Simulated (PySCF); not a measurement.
## Working out the ionisation energy of Xe⁺

Xe⁺ [Kr] 4d10 5s2 5p5 (2P) → Xe²⁺ [Kr] 4d10 5s2 5p4 (3P). Calculation: PySCF 2.14, in aug-cc-pwCVDZ-PP with ECP28MDF (6s5p4d1f, 48 functions); a scalar-relativistic core potential. Frozen: 4s2 4p6 4d10. Energies in hartree (1 hartree = 27.21139 eV):

```csv
part,Xe⁺ (lower),Xe²⁺ (upper)
UHF,-327.866233,-327.127482
CCSD correlation,-0.103679,-0.084826
(T),-0.001563,-0.001111
```

Q: What does Hartree-Fock give?

A: (-327.127482) − (-327.866233) = 0.738751 hartree = 20.102 eV.

Q: What do CCSD and CCSD(T) give?

A: The CCSD correlation energies differ by 0.018853 hartree = 0.513 eV and the triples by 0.000452 hartree = 0.012 eV, so CCSD gives 20.615 eV and CCSD(T) 20.627 eV.

Reference: 20.975 eV (semi-empirical (NIST evaluation); NIST Atomic Spectra Database, ionization energies), between the lowest levels; spin-orbit coupling is absent from the calculation.

A double-zeta basis recovers only part of the correlation energy.

What remains against the reference includes basis incompleteness, the frozen core and higher excitations.
